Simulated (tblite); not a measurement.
**Question.** Write Cartesian coordinates for InChI=1S/CH5NSi2/c2-1-4-3/h4H2,3H3 as optimised with GFN2-xTB.

**Answer.** 
```
atom  x, y, z in Å
N1     2.813   -1.156   -0.402
C2     1.977   -0.391   -0.233
Si3    0.563    0.798    0.040
Si4   -1.404   -0.420    0.078
H5     0.930    1.481    1.287
H6     0.713    1.760   -1.059
H7    -1.624   -1.126   -1.186
H8    -2.550    0.468    0.291
H9    -1.405   -1.408    1.158
```

Orientation and origin are arbitrary. Atoms count from 1 in this order. The 4 heavy atoms lie in one plane (0.000 Å rms). Si3 (SiH2 silicon) is distorted tetrahedral (angles from 103.3° to 116.3°). Si4 (SiH3 silicon) is tetrahedral (angles from 107.5° to 111.6°).

Bonds between heavy atoms (Å): N1≡C2 1.146, C2–Si3 1.867, Si3–Si4 2.314.

Structure optimised with GFN2-xTB, isolated species.

Point group: Cs (tolerance 0.08 Å). Its GFN2-xTB frequencies are all real (lowest 23 cm⁻¹). 2 starts were optimised and ended at 0.00 and 0.05 kcal/mol (GFN2-xTB); the lowest of these is shown.

The run took 0.13 s on Arm Neoverse V1, one thread, shared host with 32 logical CPUs at a one-minute load of 21. These figures are those of the optimisation.

These are computed values.
